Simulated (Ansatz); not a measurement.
Basis-set extrapolation for C$_{2}$H$_{8}$BNO, SMILES `CCB(N)O` (PBE0-D4/def2-TZVP geometry, frozen core, Ansatz). Multiplicity 1, RHF reference.

```csv
,def2-TZVPP,def2-QZVPP
HF,-234.600272,-234.611696
MP2 correlation,-0.907009,-0.970636
CCSD(T) correlation,-0.982014,not run
```

Energies in hartree. Use E(X) = E(∞) + A·exp(−7.88·√X) for Hartree–Fock and E(X) = E(∞) + B·X^(−2.97) for correlation, with X = 3 and 4, and add CCSD(T) minus MP2 of the smaller set to the MP2 limit.

Problem. What is the CCSD(T) energy at the basis-set limit?

Solution. HF limit: -234.611696 + (-0.011424) × 0.13774 = -234.61327. MP2 limit: -0.970636 + (-0.063627) × 0.74074 = -1.01777. Higher-order term: -0.982014 − (-0.907009) = -0.07501. Total: -235.70605 hartree, 324.9 kJ/mol below CCSD(T)/def2-TZVPP.
